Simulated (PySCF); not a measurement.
Ta(NH)(Cl)2(Me) (CH4Cl2NTa), SMILES [CH3][Ta](=[NH])([Cl])[Cl], multiplicity 1. Coordinates come from a PBE0-D3(BJ)/def2-SVP optimisation. The multiplicity is an assumed one; other spin states were not compared. The def2 effective core potentials stand for the cores of Ta; spin–orbit coupling is left out.

Computed equilibrium geometry at PBE0-D3(BJ)/def2-SVP (PySCF confirms it by a frequency run) as bond lengths and angles, and its point group:
point group Cs.
Atoms: Ta1 N2 H3 Cl4 Cl5 C6 H7 H8 H9. Bonded distances (Å): Ta1–N2 1.751, Ta1–Cl4 2.316, Ta1–Cl5 2.316, Ta1–C6 2.132, N2–H3 1.013, C6–H7 1.103, C6–H8 1.105, C6–H9 1.103. Angles (°): N2–Ta1–Cl4 110.0, N2–Ta1–Cl5 110.0, N2–Ta1–C6 101.8, Cl4–Ta1–Cl5 118.9, Cl4–Ta1–C6 107.3, Cl5–Ta1–C6 107.3, Ta1–N2–H3 176.7, Ta1–C6–H7 110.8, Ta1–C6–H8 109.6, Ta1–C6–H9 110.8, H7–C6–H8 109.0, H7–C6–H9 107.6, H8–C6–H9 109.0.
Charge 0, spin multiplicity 1.
